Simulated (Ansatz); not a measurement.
Gas-phase electronic energies from Ansatz, PBE0-D4/def2-TZVP geometries. CCSD(T)/CBS adds triple-zeta CCSD(T) − MP2 to the extrapolated MP2 energy (def2 sets, frozen cores). DFT in def2-TZVPP. B3LYP here is the variant with VWN-RPA as its local correlation; programs differ in this. def2 core potentials past Kr. For Ge, Te outer-core shells are correlated without core-valence functions, which leaves a few kJ/mol of doubt a bond. Scalar relativity is left out up to krypton. One conformer a species, not always the lowest.

Reaction (formal exchange of groups at a Te–C bond): `NC(F)[TeH]` + `C[O][GeH3]` → `[GeH3][O]C[TeH]` + `NCF`

```json
{"level": "PBE-D4", "ΔE (kJ/mol)": "-19.0"}
{"level": "r2SCAN-D4", "ΔE (kJ/mol)": "-18.4"}
{"level": "PBE0-D4", "ΔE (kJ/mol)": "-21.8"}
{"level": "PBE0", "ΔE (kJ/mol)": "-21.7"}
{"level": "B3LYP", "ΔE (kJ/mol)": "-22.2"}
{"level": "SCS-MP2/def2-TZVPP", "ΔE (kJ/mol)": "-26.7"}
{"level": "CCSD/def2-TZVPP", "ΔE (kJ/mol)": "-26.8"}
{"level": "SCS-MP2/def2-QZVPP", "ΔE (kJ/mol)": "-26.8"}
```

(1) What does CCSD(T)/CBS give? (An estimate is asked.)

Largest T1 diagnostic among the species: 0.012.

Answers

(1) Ansatz gave: -25.7 kJ/mol. The listed levels differ from it by 6.7, 7.3, 3.9, 4.0, 3.5, -1.0, -1.1, -1.1 kJ/mol.
